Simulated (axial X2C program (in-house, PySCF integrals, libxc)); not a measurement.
ZrSb: properties at the nuclei

Calculated with an axial X2C code built on PySCF integrals: two-component X2C with atomic mean-field Coulomb and Gaunt terms, Gaussian nuclei, basis Sb dyall-cv3z, Zr dyall-cv3z with contracted cores.

R = 2.671 Å (near the PBE0 minimum at charge 0 of the determinant lowest at the starting distance; the state shown can have its own minimum elsewhere).

Input and command:
```json
{"zs": [51, 40], "q": 0, "bas": ["dyall-cv3z", "dyall-cv3z"], "r0": 2.94, "levels": ["PBE0", "HF", "PBE", "PBE50", "LDA"], "nst": 3}
```
```bash
python soeom.py task.json out
```

Keys: zs atomic numbers; q charge; bas basis sets; r0 starting distance in Å; levels methods; nst determinants followed.

Determinant lowest in the PBE0 search, Ω = 1/2 (⟨Sz⟩ = 0.51, ⟨Lz⟩ = -0.01 at PBE0), spin on the atoms Sb -0.60, Zr 1.11:

| level | Eeff magnitude (GV/cm) | Ws magnitude Sb (kHz) | Ws magnitude Zr (kHz) | A∥/gI Sb (MHz) | qzz Sb (a.u.) | A∥/gI Zr (MHz) | qzz Zr (a.u.) | μ (D) |
| --- | --- | --- | --- | --- | --- | --- | --- | --- |
| PBE0 | 2.42 | 0.474 | 1.74 | 805 | -3.15 | 2350 | -2.67 | 5.06 |
| HF | 4.28 | 2.11 | 2.35 | 1170 | -7.52 | 2400 | -3.72 | 4.01 |
| PBE | 2.38 | 0.783 | 1.47 | 378 | -2.10 | 2010 | -2.60 | 4.50 |
| PBE50 | 2.09 | 0.109 | 1.69 | 1010 | -4.70 | 2490 | -2.85 | 5.30 |
| LDA | 2.38 | 0.836 | 1.42 | 277 | -1.96 | 2080 | -2.68 | 4.47 |

Eeff is the effective electric field on the electron electric dipole moment in this Ω state and Ws the scalar–pseudoscalar constant of the nucleus named (defined with the proton number Z and per Ω); A∥ (defined per Ω) follows by multiplying with gI = μI/(I μN); qzz is the electric field gradient, eQq0 = 234.96 MHz × Q/barn × qzz; μ is positive if the Zr end (last atom) is positive. The operators were transformed with the bare-nucleus X2C matrices; with these basis sets, hyperfine constants and field gradients can be off by tens of per cent, and where levels differ in sign neither size nor sign is settled.

Question: With gI(91Zr) = -0.5214, Q(91Zr) = -0.176 barn (g factors from the IAEA table of nuclear moments by Stone; Q from Pyykkö, Mol. Phys. 2018), turn the PBE0 values of the first state into constants in MHz.

Answer: A∥(91Zr) = 2350 × -0.5214 = -1230 MHz; eQq0(91Zr) = 234.96 × (-0.176) × (-2.67) = 110 MHz.

Each state is one determinant with collinear spin. Unrestricted Hartree–Fock can overshoot spin polarisation at the nuclei. Where Eeff spreads by more than a factor of two the levels disagree and none is to be relied on. In the state Ω = 1/2 the atomic spins oppose each other (-0.60, 1.11): a broken-symmetry determinant whose values are not spin-projected. At HF, PBE50 a later determinant lies lower. States lie within half an eV, so the first need not be the ground state. Further determinants of the search, some of them spin-mixed, are not shown. Where a field gradient or hyperfine factor spreads by more than a factor of two over the levels, a constant derived from it is not to be relied on.
